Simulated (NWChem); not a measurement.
All runs are NWChem calculations. System: C2H5OS, charge 0, spin multiplicity 2, at a geometry optimised with UPBE0/def2-SVP. The structure started from a generated list of species. Its SCF solution wasn't tested for a lower state. Level: G0W0@ULDA (SVWN5)/def2-TZVP, RI basis def2-tzvp-rifit.

The NWChem input:

```
start mol
memory heap 200 mb stack 700 mb global 1700 mb
geometry units angstroms nocenter noautoz noautosym
  C      1.196583    -0.556016     0.895388
  S      0.139071    -0.094463    -0.401814
  C     -1.463576    -0.503427     0.365991
  O      0.172891     1.386115    -0.605582
  H      1.241093    -1.613327     1.174152
  H      2.064129     0.092819     1.042441
  H     -1.586852     0.137715     1.248810
  H     -1.499439    -1.569652     0.629495
  H     -2.225232    -0.268412    -0.389493
end
basis spherical
  * library def2-tzvp
end
basis "ri basis" bse spherical
  * library def2-tzvp-rifit
end
dft
  xc slater vwn_5
  odft
  mult 2
  iterations 100
  direct
  tolerances tight
end
task dft energy
gw
  method cdgw
  states alpha occ 4 vir 2
  states beta occ 4 vir 2
end
task dft gw
```

NWChem printed:

```
             Northwest Computational Chemistry Package (NWChem) 7.3.0
             --------------------------------------------------------

                                NWChem Input Module
                                -------------------

 Scaling coordinates for geometry "geometry" by  1.889725989
 (inverse scale =  0.529177249)

                             Geometry "geometry" -> ""
                             -------------------------

 Output coordinates in angstroms (scale by  1.889725989 to convert to a.u.)

  No.       Tag          Charge          X              Y              Z
 ---- ---------------- ---------- -------------- -------------- --------------
    1 C                    6.0000     1.19658300    -0.55601600     0.89538800
    2 S                   16.0000     0.13907100    -0.09446300    -0.40181400
    3 C                    6.0000    -1.46357600    -0.50342700     0.36599100
    4 O                    8.0000     0.17289100     1.38611500    -0.60558200
    5 H                    1.0000     1.24109300    -1.61332700     1.17415200
    6 H                    1.0000     2.06412900     0.09281900     1.04244100
    7 H                    1.0000    -1.58685200     0.13771500     1.24881000
    8 H                    1.0000    -1.49943900    -1.56965200     0.62949500
    9 H                    1.0000    -2.22523200    -0.26841200    -0.38949300

 Effective nuclear repulsion energy (a.u.)     174.2744583655

            Nuclear Dipole moment (a.u.)
            ----------------------------
        X                 Y               Z
 ---------------- ---------------- ----------------
     0.0000094486    -0.0000056692    -0.0000018897


 Summary of "ao basis" -> "" (spherical)
 ------------------------------------------------------------------------------
       Tag                 Description            Shells   Functions and Types
 ---------------- ------------------------------  ------  ---------------------
 *                         def2-tzvp                  on all atoms

 new library libraries.bse/

 Summary of "ri basis" -> "" (spherical)
[...]
     1   1 0 0     -0.374320     -0.862491      0.488162      0.000009
     1   0 1 0     -1.204911     -0.252023     -0.952882     -0.000006
     1   0 0 1      0.511284     -0.273605      0.784891     -0.000002

     2   2 0 0    -21.100216    -80.024014    -75.029646    133.953444
     2   1 1 0      0.180914     -4.638714     -6.099016     10.918645
     2   1 0 1      0.702923     -6.237235     -3.890613     10.830771
     2   0 2 0    -25.903135    -56.910955    -54.894500     85.902319
     2   0 1 1      0.636365     23.452261     22.571048    -45.386944
     2   0 0 2    -24.714050    -42.963355    -37.830453     56.079759

 Task  times  cpu:       67.0s     wall:       67.0s

                                NWChem Input Module
                                -------------------

                                 NWChem GW Module
                                 ----------------

                             ***********************
                             ***        GW       ***
                             ***********************

 Summary of "ri basis" -> "ri basis" (spherical)
 ------------------------------------------------------------------------------
       Tag                 Description            Shells   Functions and Types
 ---------------- ------------------------------  ------  ---------------------
 C                      def2-tzvp-rifit             22       76   8s6p4d3f1g
 S                      def2-tzvp-rifit             29      113   9s7p6d5f2g
 O                      def2-tzvp-rifit             22       76   8s6p4d3f1g
 H                      def2-tzvp-rifit              7       15   4s2p1d

                 Memory Information
                 ------------------
          Available GA per process is          1699.6 MBs
          Available stack per process is        700.0 MBs
          Available heap per process is           0.0 MBs

          Peak memory in Initialization
              Peak GA per process is                 24.4 MBs
              Peak stack per process is               0.3 MBs
              Peak heap per process is               24.8 MBs
              Memory not in MA per process            0.0 MBs

          Peak memory in CDGW Calculation
              Peak GA per process is                 27.1 MBs
              Peak stack per process is               2.7 MBs
              Peak heap per process is                4.5 MBs
              Memory not in MA per process            0.0 MBs

          Computing 2-center integrals
          Computing Inverse Cholesky factor
          Computing 3-center integrals
          Computing Vxc

          Computing Sigma_x
          Computing W(iw) on the imaginary grid
          Solving quasiparticle equations

                  Alpha Orbitals
          State     Energy (eV)     Error (eV)
          -----------------------------------
@GW        18        -12.636           0.016
@GW        19         -9.086           0.003
@GW        20         -9.478           0.003
@GW        21         -7.616           0.007
@GW        22          1.390           0.005
@GW        23          3.022           0.004

                   Beta Orbitals
          State     Energy (eV)     Error (eV)
          -----------------------------------
@GW        17        -12.452           0.002
@GW        18        -11.143           0.005
@GW        19         -8.977           0.005
@GW        20         -8.052           0.004
@GW        21         -2.064           0.002
@GW        22          1.600           0.002

     GW Timing Statistics
   ------------------------
   Init.   :          0.1s
     ERIs  :          2.7s
     Distr.:          0.1s
     Vxc   :          0.6s
   Vmo     :          0.0s
   iW      :          8.1s
   I_n     :          0.0s
   R_n     :          6.2s
   GW total:         17.8s

 Task  times  cpu:       17.8s     wall:       17.8s

 Total times  cpu:       84.9s     wall:       84.9s
```
